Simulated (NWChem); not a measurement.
System: C2H4F2OSi; SMILES O=CC(F)(F)[SiH3]

```xyz
10

O     -0.9721     2.0071     0.0121
C     -0.1950     1.3195    -0.5833
C      0.4064     0.0518     0.0108
F      0.7713     0.2888     1.2951
F      1.5278    -0.2533    -0.7024
Si    -0.7936    -1.4733    -0.0194
H      0.1305     1.5223    -1.6359
H     -1.9613    -1.1670     0.8499
H     -1.2259    -1.6986    -1.4285
H     -0.0158    -2.6350     0.4897
```
Atoms are numbered in this order, from 1.

All runs: NWChem. Medium grid unless said otherwise, to which SCAN and Minnesota functionals are sensitive. Geometry: optimised at PBE0/def2-SVP. Total energies of different functionals are on different scales.

```json
[
 {"level": "B3LYP/def2-SVP", "energy (Ha)": "-642.6379", "highest occupied level (eV)": "-7.58", "orbital gap (eV)": "5.69", "dipole (D)": "2.13"},
 {"level": "PBE/def2-SVP", "energy (Ha)": "-642.1036", "highest occupied level (eV)": "-6.17", "orbital gap (eV)": "3.39", "dipole (D)": "1.91"},
 {"level": "BP86/def2-SVP", "energy (Ha)": "-642.6438", "highest occupied level (eV)": "-6.30", "orbital gap (eV)": "3.42", "dipole (D)": "1.93"},
 {"level": "SCAN/def2-SVP", "energy (Ha)": "-642.5106", "highest occupied level (eV)": "-6.62", "orbital gap (eV)": "3.97", "dipole (D)": "2.14"},
 {"level": "MN15-L/def2-SVP", "energy (Ha)": "-642.1824", "highest occupied level (eV)": "-6.87", "orbital gap (eV)": "4.46", "dipole (D)": "2.10"},
 {"level": "BLYP/def2-SVP", "energy (Ha)": "-642.5513", "highest occupied level (eV)": "…", "orbital gap (eV)": "…", "dipole (D)": "1.90"},
 {"level": "N12/def2-SVP", "energy (Ha)": "-642.4813", "highest occupied level (eV)": "-6.23", "orbital gap (eV)": "3.59", "dipole (D)": "2.10"},
 {"level": "PBE0/def2-SVP", "energy (Ha)": "-642.1345", "highest occupied level (eV)": "-7.86", "orbital gap (eV)": "6.17", "dipole (D)": "2.18"},
 {"level": "LC-BLYP (range parameter 0.33 per bohr)/def2-SVP", "energy (Ha)": "-641.7719", "highest occupied level (eV)": "-10.01", "orbital gap (eV)": "10.60", "dipole (D)": "2.11"},
 {"level": "B97-2/def2-SVP", "energy (Ha)": "-642.5180", "highest occupied level (eV)": "-7.61", "orbital gap (eV)": "5.82", "dipole (D)": "2.18"}
]
```

Q: Some entries are withheld; supply them.

A: 
- BLYP/def2-SVP, highest occupied level (eV): -6.05
- BLYP/def2-SVP, orbital gap (eV): 3.46
